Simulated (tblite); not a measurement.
A tight-binding relaxation on `CC[C@@](C)(F)CC(F)F`.

Computed with GFN2-xTB geometry optimisation, gas phase (tblite 0.8.0). Start geometry: from a force field or distance geometry. The input is one job of a driver script: a line of settings, then coordinates in Å.

Command:
```bash
OMP_NUM_THREADS=1 python probes_run.py task.json out
```

Input:
```
{"job": {"kind": "relax", "xc": "GFN2-xTB", "basis": "xTB"}, "charge": 0, "multiplicity": 1}
C      1.568300     1.089500     0.717300
C      0.809100    -0.196200     1.000700
C     -0.010300    -0.760800    -0.151600
C      0.873800    -1.208000    -1.317600
F     -0.647200    -1.885900     0.323900
C     -1.124300     0.164100    -0.687500
C     -2.130200     0.547800     0.370500
F     -1.573700     1.418400     1.261500
F     -3.148800     1.211400    -0.218600
H      2.119800     1.402900     1.607700
H      2.270600     0.966500    -0.102700
H      0.870500     1.901500     0.462600
H      1.535400    -0.962300     1.329300
H      0.176600    -0.061500     1.885400
H      0.283700    -1.753300    -2.053000
H      1.641000    -1.907400    -0.939200
H      1.366900    -0.371900    -1.805400
H     -1.662200    -0.349200    -1.492300
H     -0.688400     1.075500    -1.116100
H     -2.535700    -0.310300     0.922100
```

Output:
```
step      E/eV     max force
  0    -889.09760    0.995
  1    -889.13493    0.263
  2    -889.14197    0.213
  3    -889.14753    0.155
  4    -889.15099    0.133
  5    -889.15357    0.098
  6    -889.15513    0.081
  7    -889.15637    0.071
  8    -889.15725    0.058
  9    -889.15784    0.051
... (26 lines left out)
 36    -889.16781    0.021
 37    -889.16787    0.017
 38    -889.16791    0.015
 39    -889.16794    0.011
 40    -889.16798    0.013
 41    -889.16802    0.013
 42    -889.16805    0.016
 43    -889.16808    0.015
 44    -889.16812    0.011
 45    -889.16815    0.009
```

«max force» is the largest atomic force in eV/Å.

From which step on does the largest force stay under 0.1 eV/Å, and how much energy is left to gain from there?

From step 5 (0.098 eV/Å), 14.6 meV above the end.

Summary of the converged run: energy lowered by 1.6 kcal/mol over 45 steps; largest atomic force 0.009 eV/Å at the end.

Where do the atoms end?

0.077 Å rms from the input after alignment:
```
atom  x, y, z in Å
C1     1.5657    1.0821    0.7204
C2     0.8119   -0.2089    1.0130
C3     0.0005   -0.7556   -0.1670
C4     0.8801   -1.2307   -1.3185
F5    -0.6739   -1.8865    0.3173
C6    -1.0835    0.1998   -0.6833
C7    -2.1201    0.5593    0.3705
F8    -1.6822    1.5458    1.1924
F9    -3.2360    1.0515   -0.2242
H10    2.1633    1.3506    1.5875
H11    2.2341    0.9683   -0.1290
H12    0.8790    1.9006    0.5251
H13    1.5184   -0.9881    1.3082
H14    0.1353   -0.0478    1.8542
H15    0.2740   -1.7686   -2.0436
H16    1.6484   -1.9036   -0.9463
H17    1.3513   -0.3861   -1.8101
H18   -1.6219   -0.2894   -1.4980
H19   -0.6281    1.1134   -1.0648
H20   -2.4215   -0.2956    0.9933
```

Hardware: one thread, Arm Neoverse N1, shared host.
Labels such as C1 count atoms from 1, the log's own numbers from 0.
